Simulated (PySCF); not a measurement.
Stationary points of TeCl₄

Method: PySCF, PBE, basis Te def2-SVP with ECP28, Cl def2-SVP (scalar-relativistic core potentials, no spin–orbit coupling, density fitting).

Relaxations began from a few typed shapes. The search is not exhaustive: other isomers or separated fragments can lie lower, and high-lying points may rest on an excited occupation.

**Question.** Order these stationary points by electronic energy, lowest first, in kJ/mol from the lowest minimum.
A. singlet D4h: Te–Cl 2.485 Å (×4); Cl–Te–Cl 90.0° (×4), Cl–Te–Cl 180.0° (×2)
B. singlet Td: Te–Cl 2.474 Å (×4); Cl–Te–Cl 109.5° (×6)
C. singlet C2v: Te–Cl 2.384 Å (×2), Te–Cl 2.478 Å (×2); Cl–Te–Cl 91.9° (×4), Cl–Te–Cl 100.3°, Cl–Te–Cl 174.1°
D. singlet C4v: Te–Cl 2.438 Å (×4); Cl–Te–Cl 84.4° (×4), Cl–Te–Cl 143.7° (×2)

**Answer.** C (0.0), B (14.7), D (24.2), A (82.7).

**Question.** Which of them are minima?

**Answer.** By energy in kJ/mol, 0.0: minimum; 14.7: not settled, its softest mode being under 30 cm⁻¹; 24.2: saddle point, 1 imaginary mode; 82.7: saddle point, 2 imaginary modes.

Counting electrons, tellurium keeps 2 of its valence electrons outside its bonds, so the VSEPR class is AX4E1 and the expected shape is see-saw (C2v), as computed.
